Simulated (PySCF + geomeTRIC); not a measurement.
A geometry relaxed with PBE0-D4/def2-TZVP (PySCF + geomeTRIC), charge 0, multiplicity 1:

```xyz
7

H     -1.6988     1.0191     0.2371
H      0.5759    -0.6812    -1.5261
O      1.1498     0.0429     0.8850
H     -0.6238    -1.6002     0.4268
O     -1.1201     0.7645    -0.4831
H      1.7527     0.7421     0.6279
Si    -0.0054    -0.4051    -0.1921
```

Problem. Write the SMILES of this molecule.

Solution. `O[SiH2]O`
